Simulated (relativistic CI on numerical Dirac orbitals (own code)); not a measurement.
Pb⁵⁶⁺: sensitivity of the levels to the model

Base calculation: Dirac-Coulomb-Breit CI, orbitals from a KLI potential per configuration, QED by a radiative potential, unscaled Slater integrals.

Configurations in the expansion (outside the closed core [Ne]): 3s2.3p6.3d8, 3s2.3p5.3d9, 3s2.3p4.3d10, 3s.3p6.3d9, 3p6.3d10, 3s.3p5.3d10, 3s2.3p6.3d7.4s, 3s2.3p6.3d7.4p, 3s2.3p4.3d9.4s, 3s2.3p6.3d7.4d, 3s2.3p4.3d9.4p, 3s2.3p5.3d8.4s, 3s2.3p6.3d7.4f, 3s2.3p4.3d9.4d, 3s.3p5.3d9.4s, 3s2.3p5.3d8.4p. Levels of other configurations are missing.

Variants: (1) valence Slater integrals scaled by 0.9; (2) non-relativistic limit; (3) one mean potential for all configurations. Shifts of the energy above 3s2.3p6.3d8 3F_4, in eV, for the lowest level and the first level of each name with at least 55 % of one term (blank where a level changes its place among those of its configuration and J or its character, or is not in the variant):

```csv
Level,Base,Δ(1),Δ(2),Δ(3)
3s2.3p6.3d8 3F_4,0.00,0.00,0.00,0.00
3s2.3p6.3d8 3F_3,108.13,+0.30,-108.13,+0.02
3s2.3p6.3d8 1G_4,124.93,-1.52,-103.51,+0.02
3s2.3p6.3d8 3P_1,125.40,-1.26,-109.95,+0.01
3s2.3p6.3d8 3F_2,224.40,-0.17,,+0.04
3s2.3p5.3d9 3F°_4,525.51,+1.69,-130.52,-0.19
3s2.3p5.3d9 3D°_3,555.23,-1.03,,-0.19
3s2.3p5.3d9 3P°_0,660.03,-0.73,-244.16,-0.19
3s2.3p5.3d9 3F°_3,662.08,-1.13,,-0.19
3s2.3p4.3d10 3P_2,1088.73,-0.17,-269.62,-0.27
3s2.3p4.3d10 1S_0,1113.76,-2.74,,-0.26
3s2.3p5.3d9 3F°_2,1157.91,+0.68,,-0.19
3s.3p6.3d9 3D_3,1341.85,-0.07,-702.18,-0.02
3s.3p6.3d9 3D_1,1453.54,-0.09,-813.87,-0.04
```

At this charge energies of transitions that change n are usually good to better than 1 %, and those within a shell (Δn = 0) to a few per cent.

Ionisation energy from the two ground configurations alone: base 5703.41 eV. The NIST ASD value (theoretical) is 5703 eV.

LS names give the leading component of a level, which can be under half, so a name can repeat, a term be missing and a line seem to break the LS rules.
